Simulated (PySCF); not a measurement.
dithiopyranylidene (C10H8S2), SMILES C1=CC(=C2C=CSC=C2)C=CS1.

The structure is a stationary point at B3LYP-D3(BJ)/def2-SVP.

Computed with PBE/def2-SVP (PySCF).

total energy: -1180.85013 hartree
point group: D2h
highest occupied level: -3.82 eV
lowest empty level: -1.90 eV
orbital gap: 1.92 eV
dipole moment: 0.00 D
quadrupole, principal values (traceless, Buckingham form, about the centre of nuclear charge): -12.41, -3.53, 15.94 D·Å
mean static polarisability: 176.0 bohr³ (26.08 Å³)
polarisability, principal values: 58.5, 134.3, 335.2 bohr³
